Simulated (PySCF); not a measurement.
SMILES F[SiH2]S (H₃FSSi) (CAM-B3LYP/def2-SVP optimised geometry):

```
6

F      1.205    -0.739     0.000
Si    -0.415    -0.739     0.000
S     -1.205     1.234     0.000
H     -0.836    -1.482    -1.210
H     -0.883    -1.364     1.257
H     -0.906     1.482    -1.293
```

Computed with CAM-B3LYP/def2-TZVP in PySCF.

Q: What are the frontier orbital energies and the dipole moment?

A: HOMO-2 -11.41 eV, HOMO-1 -10.82 eV, HOMO -9.35 eV, LUMO 1.04 eV, LUMO+1 1.21 eV; dipole moment 1.31 D.

Meta-Löwdin charges at CAM-B3LYP/def2-TZVP: F1 -0.51, Si2 0.90, S3 -0.28, H4 -0.11, H5 -0.11, H6 0.11.
